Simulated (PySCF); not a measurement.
SMILES c1coc(Cc2ccc[se]2)c1 at its GFN2-xTB optimised geometry (Å):

```
19

C      3.2223    -1.7388    -1.9517
C      3.1578    -0.5535    -1.2925
O      2.0514    -0.5016    -0.5298
C      1.3864    -1.6636    -0.6992
C      0.1167    -1.8508     0.0610
C     -0.7698    -0.6416     0.0000
C     -2.1290    -0.6416     0.0000
C     -2.7338     0.6402    -0.0088
C     -1.8597     1.6748    -0.0024
Se    -0.0937     1.1055     0.0000
C      2.0656    -2.4644    -1.5663
H      3.9868    -2.0614    -2.6282
H      3.8030     0.3020    -1.2801
H     -0.4134    -2.7204    -0.3320
H      0.3622    -2.0559     1.1118
H     -2.7081    -1.5508     0.0007
H     -3.8030     0.7715    -0.0215
H     -2.1080     2.7204    -0.0123
H      1.7826    -3.4438    -1.8935
```

Method: CAM-B3LYP/def2-SVP (PySCF 2.14.0). Cells within 0.4 Å of a nucleus heavier than hydrogen are left out (blank, or x).

Map of the electron localisation function on the plane z = 0.0 Å:

```
|0000000000000000000000000|
|0000000000000000000000000|
|0000000000000000000000000|
|0000000000000000000000000|
|0000001773000000000000000|
|0000008998000000000000000|
|0000008999100110000000000|
|0000005998214652000000000|
|00010016x4645885100000000|
|00599648xx816395000000000|
|009999358556x170000010000|
|008999xx40321320530011000|
|0038866974587207971011000|
|0000004xx9xx5007883221000|
|00000388x8258323762133000|
|000029997248x585410022000|
|000059996026x286610000000|
|0000199800899434630000000|
|0000003002999301341000000|
|0000000002998100121000000|
|0000000000352000000000000|
|0000000000000000000000000|
|0000000000000000000000000|
|0000000000000000000000000|
|0000000000000000000000000|
```
Scale: ten equal steps from 0.000 (start of '0') to 0.999 (end of '9'), in the order '0123456789'; x runs from -6.00 to 6.00, y from -6.00 (bottom) to 6.00 (top).
